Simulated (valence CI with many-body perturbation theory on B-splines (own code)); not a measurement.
**Cs42+: what each term of the Hamiltonian does**

Computed by relativistic CI+MBPT: three valence electrons over a frozen Dirac-Fock core [Ne], a basis of 11 s, 11 p, 9 d, 7 f, 5 g, 2 h, 1 i functions for each j, with the one-electron correlation potential Σ1, the two-electron term Σ2, the three-electron term Σ3, Breit, model QED; selected CI, second order for the rest (own B-spline code, finite nucleus).

The last digits are not significant, and no measured levels were compared; by estimate large intervals hold to a few tenths of a per cent, small ones and those within an open d or f shell to about a per cent.

Each rung adds one term. CI alone is the Dirac-Coulomb CI over the frozen core; QED comes last and gives the full result, which names the levels. Energies are above (3s^2 3p1/2) J=1/2 on the same rung, in cm⁻¹.

Levels are named by their leading jj configuration (3d3/2^4 stands for four electrons in 3d with j = 3/2), which in mixed levels can hold well under half, so a name can repeat and another be missing. Letters in brackets count levels of one name in rising energy.

```csv
Level,CI alone
(3s^2 3p3/2) J=3/2,733847
(3s 3p1/2^2) J=1/2,845173
(3s 3p1/2 3p3/2) J=3/2 [a],1431260
(3s 3p1/2 3p3/2) J=5/2,1527280
(3s 3p1/2 3p3/2) J=3/2 [b],1654970
(3s 3p1/2 3p3/2) J=1/2,1722160
(3s^2 3d3/2) J=3/2,2027650
(3s^2 3d5/2) J=5/2,2098980
(3s 3p3/2^2) J=5/2,2312040
(3s 3p3/2^2) J=1/2,2457750
(3s 3p3/2^2) J=3/2,2501630
(3p1/2^2 3p3/2) J=3/2,2515020
(3s 3p1/2 3d3/2) J=3/2 [a],2629500
(3s 3p1/2 3d3/2) J=5/2,2695510
(3s 3p1/2 3d3/2) J=1/2,2840440
(3s 3p1/2 3d3/2) J=3/2 [b],2852420
```

(1) What do these energies become with core correlation, Breit and QED?

(2) How does the ionisation energy move along the ladder, and which term matters most?

Results:

(1) (3s^2 3p3/2) J=3/2 725627 (-8219); (3s 3p1/2^2) J=1/2 842015 (-3158); (3s 3p1/2 3p3/2) J=3/2 [a] 1421700 (-9553); (3s 3p1/2 3p3/2) J=5/2 1514510 (-12770); (3s 3p1/2 3p3/2) J=3/2 [b] 1641560 (-13409); (3s 3p1/2 3p3/2) J=1/2 1707130 (-15033); (3s^2 3d3/2) J=3/2 2007180 (-20472); (3s^2 3d5/2) J=5/2 2077720 (-21266); (3s 3p3/2^2) J=5/2 2288620 (-23416); (3s 3p3/2^2) J=1/2 2436820 (-20929); (3s 3p3/2^2) J=3/2 2476960 (-24672); (3p1/2^2 3p3/2) J=3/2 2497550 (-17476); (3s 3p1/2 3d3/2) J=3/2 [a] 2610240 (-19265); (3s 3p1/2 3d3/2) J=5/2 2674060 (-21450); (3s 3p1/2 3d3/2) J=1/2 2817950 (-22486); (3s 3p1/2 3d3/2) J=3/2 [b] 2828800 (-23625).

(2) CI alone 3217.4, + Σ1 3218.5, + Σ2 3218.3, + Σ3 3218.3, + Breit 3214.9, + QED 3215.0 eV. The largest step is Breit, -3.3 eV. NIST lists 3214 ± 4 eV (theoretical).
